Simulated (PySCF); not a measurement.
HfF: frontier orbitals

PBE0 at R = 1.866 Å; Hf cc-pVDZ-PP with ECP60, F cc-pVDZ; scalar-relativistic core potentials (PySCF 2.14). State: ²Δ (doublet), unpaired electrons δ ↑. Only the outer orbitals are listed, counted within each symmetry, core potentials removing the inner ones.

| spin | orbital | occ. | ε (eV) | on Hf (%) | main shells (%) |
| --- | --- | --- | --- | --- | --- |
| α | 4σ | 1 | -31.95 | 13 | 87 F s, 10 Hf p |
| α | 5σ | 1 | -12.86 | 13 | 85 F p, 9 Hf d |
| α | 2π | 1 | -12.26 | 10 | 90 F p |
| α | 2π | 1 | -12.26 | 10 | 90 F p |
| α | 6σ | 1 | -5.92 | 100 | 85 Hf s, 13 Hf d |
| α | 1δ | 1 | -5.10 | 100 | 100 Hf d |
| α | 1δ | 0 | -2.03 | 100 | 100 Hf d |
| α | 3π | 0 | -1.82 | 98 | 65 Hf d, 33 Hf p |
| α | 3π | 0 | -1.82 | 98 | 65 Hf d, 33 Hf p |
| β | 1π | 1 | -37.68 | 100 | 100 Hf p |
| β | 1π | 1 | -37.68 | 100 | 100 Hf p |
| β | 4σ | 1 | -31.98 | 14 | 86 F s, 10 Hf p |
| β | 5σ | 1 | -12.89 | 13 | 85 F p, 8 Hf d |
| β | 2π | 1 | -12.29 | 9 | 91 F p |
| β | 2π | 1 | -12.29 | 9 | 91 F p |
| β | 6σ | 1 | -5.33 | 100 | 88 Hf s |
| β | 1δ | 0 | -1.73 | 100 | 100 Hf d |
| β | 3π | 0 | -1.60 | 98 | 63 Hf d, 35 Hf p |
| β | 3π | 0 | -1.60 | 98 | 63 Hf d, 35 Hf p |

Task: Which are the highest filled and the lowest empty level, where do they sit, and how wide is the gap?

Result: Highest filled α 1δ at -5.10 eV (in %: 100 Hf d); lowest empty α 1δ at -2.03 eV (in %: 100 Hf d); the gap at PBE0 is 3.07 eV. Both belong to one degenerate shell, split only by its one-sided filling, so this is no excitation gap.

The bond order (Mayer) is 1.26, the ⟨S²⟩ is 0.792 and the charge on Hf (Mulliken, basis-dependent) is 0.29. The charge on Hf (Löwdin, basis-dependent) is 0.17. The dipole moment (positive dipole means Hf(−)F(+)) is -1.66 D and the polarisability along the bond is 78.7 bohr³. The polarisability across the bond is 95.4 bohr³.

Spin–orbit coupling is left out. The state is the lowest single determinant that the PBE0 search found; with open d or f shells the true ground state can be another one.
